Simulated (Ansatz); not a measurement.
C3H2O, SMILES `O=c1cc1` (charge 0, multiplicity 1).

Computed with Ansatz (a quantum-chemistry and plane-wave program) with LDA/cc-pVTZ // B3LYP-D3(BJ)/def2-TZVP.

Ansatz 0.2 input:
```yaml
crystal:
  periodic: [false, false, false]
  atoms:
    - { symbol: O, position_ang: [2.044788, -0.168095, 0.012607] }
    - { symbol: C, position_ang: [0.848834, -0.06978, 0.005245] }
    - { symbol: C, position_ang: [-0.461928, -0.633838, -0.017467] }
    - { symbol: C, position_ang: [-0.352398, 0.700781, 0.012471] }
    - { symbol: H, position_ang: [-1.166006, -1.454211, -0.040941] }
    - { symbol: H, position_ang: [-0.913289, 1.625143, 0.028085] }
basis:
  gaussian: { orbitals: cc-pVTZ }
hamiltonian:
  xc: lda
```

Output:

```
Functional definition: SPW92
779 factors; their error is unknown
mean field evaluation 1: about -5138.8327 eV, gradient 6.0e1 eV
mean field evaluation 2: about -5127.8614 eV, gradient 9.6e1 eV
mean field evaluation 4: about -5146.1361 eV, gradient 5.6e0 eV
mean field evaluation 8: about -5146.1885 eV, gradient 2.3e-1 eV
mean field evaluation 16: about -5146.1886 eV, gradient 9.7e-6 eV
mean field -5146.18856714 eV, -189.1189416306 hartree, gradient 9.7e-6 eV, S^2 0.000000; 0 other end points of the search recorded, 0 dependent functions left out
reference -5146.18859194 eV, -189.1189425420 hartree; 14, 14 occupied and 134, 134 virtual orbitals, 779 factors
Total energy: -5146.18859194 eV, -189.1189425420 hartree
```
